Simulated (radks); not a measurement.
The numbers below are computed, except where a source is named.
All-electron atom: the lead ion Pb3+ in [Xe] 4f14 5d10 6s1 (the NIST ground configuration). Level of theory: scalar-relativistic Kohn-Sham, PBE, spin-polarised, spherical densities, finite nucleus; open shells are filled with parallel spins first (spin-orbit coupling, left out, can overturn this in heavy ions); Fermi nuclear charge, rms radius 5.5012 fm (a radial shooting solver on a logarithmic mesh with Libxc functionals).

X-ray form factor f0, the Fourier transform of the density (f0(0) = 79):

| sin(theta)/lambda (1/angstrom) | f0 (electrons) |
|---|---|
| 0.05 | 78.284 |
| 0.1 | 76.259 |
| 0.15 | 73.240 |
| 0.2 | 69.619 |
| 0.25 | 65.753 |
| 0.3 | 61.906 |
| 0.4 | 54.839 |
| 0.5 | 48.895 |
| 0.6 | 43.982 |
| 0.8 | 36.268 |
| 1 | 30.216 |
| 1.25 | 24.260 |
| 1.5 | 19.984 |
| 2 | 15.242 |
